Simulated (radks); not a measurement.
Problem. The iridium ion Ir4+, [Xe] 4f14 5d5. Calculated with a radial shooting solver on a logarithmic mesh with Libxc functionals: non-relativistic Kohn-Sham, exchange-only LDA, spin-polarised, spherical densities, point nucleus. Every spin shell is full or empty, so the densities are truly spherical. Functionals are evaluated on that one density, not self-consistently. Rank these orbital-free kinetic functionals by their error against the exact value of the orbitals, and give that value: Thomas-Fermi, von Weizsacker, TF + vW, TF + vW/9, TF + vW/5, revAPBEK, Perdew 92, Pearson, PG1, DePristo-Kress.

Solution. Exact: 16790.4 hartree. From best to worst, with 100 (|E| - |E exact|)/|E exact| (equal figures are ties): revAPBEK +0.16, DePristo-Kress -0.22, Perdew 92 -0.71, TF + vW/9 -0.71, Pearson -0.87, TF + vW/5 +2.48, Thomas-Fermi -4.70, PG1 +12.57, TF + vW +31.17, von Weizsacker -64.13.
